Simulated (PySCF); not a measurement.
SMILES [SiH2]([SiH2]O)C(C)(C)C (C4H14OSi2) (GFN2-xTB optimised geometry):

```
21

C      2.824    -0.705     0.000
C      1.296    -0.705     0.000
C      0.798    -1.443     1.242
C      0.799    -1.439    -1.245
Si     0.625     1.099     0.000
Si    -1.644     1.249    -0.347
O     -2.272    -0.029     0.455
H      3.212    -0.186     0.874
H      3.211    -0.208    -0.887
H      3.208    -1.726     0.013
H      1.158    -0.961     2.149
H      1.153    -2.475     1.244
H     -0.289    -1.458     1.272
H      1.186    -2.459    -1.270
H     -0.288    -1.491    -1.255
H      1.127    -0.933    -2.152
H      1.078     1.724     1.256
H      1.337     1.823    -1.069
H     -2.091     1.171    -1.747
H     -2.265     2.475     0.176
H     -3.212    -0.181     0.505
```

Computed with CAM-B3LYP/def2-SVP (PySCF 2.14.0).

### Question
What are the frontier orbital energies and the dipole moment?

### Answer
HOMO-2 -9.85 eV, HOMO-1 -9.58 eV, HOMO -8.90 eV, LUMO 1.02 eV, LUMO+1 1.79 eV; dipole moment 1.27 D.

Meta-Löwdin charges at CAM-B3LYP/def2-SVP: C1 -0.28, C2 -0.12, C3 -0.29, C4 -0.29, Si5 0.37, Si6 0.65, O7 -0.72, H8 0.09, H9 0.09, H10 0.09, H11 0.09, H12 0.09, H13 0.10, H14 0.09, H15 0.09, H16 0.09, H17 -0.10, H18 -0.11, H19 -0.13, H20 -0.13, H21 0.33.
